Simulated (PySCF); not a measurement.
Gas-phase reaction: 3 Sn(CH₃)₄ = 3 SnH₄ + 4 C₃H₆ (cyclic)

Energies from PySCF, thermal terms from the rigid-rotor harmonic-oscillator model, ideal gas at 1 bar. † marks an energy on the PBE0/def2-TZVP geometry and frequencies; other levels use their own. MP2 freezes the core. All species are closed-shell singlets. B3LYP is the form with VWN-RPA correlation. Sn: scalar-relativistic def2 core potential, no spin-orbit coupling. MP2 isn't extrapolated to the basis-set limit; its ΔH°(298 K) is 613.7 kJ in def2-SVP and 786.8 kJ in def2-TZVPP. The harmonic model lacks anharmonicity and excited electronic states, which grow with temperature; levels with a mode under 35 cm⁻¹ are left out. Internal rotation in Sn(CH₃)₄ is treated as a harmonic vibration of one conformer, which makes the entropy rough.

```
level               ΔE electronic, kJ  ΔH°(298 K), kJ  ΔS°(298 K), J/K  ΔG°(2500 K), kJ
------------------  -----------------  --------------  ---------------  ---------------
B3LYP/def2-TZVP†                  719             635              400             -164
BLYP/def2-TZVP†                   710             626              400             -173
MP2/def2-SVP†                     697             614              400             -185
PBE0/def2-SVP†                    658             575              400             -224
PBE0/def2-TZVP                    733             649              400             -150
r2SCAN/def2-TZVP†                 771             688              400             -111
LDA/def2-TZVP†                    739             655              400             -144
ωB97M-V/def2-TZVP†                770             686              400             -113
```
ΔH° is lowest at PBE0/def2-SVP† and highest at r2SCAN/def2-TZVP†. No reference value is set beside these.
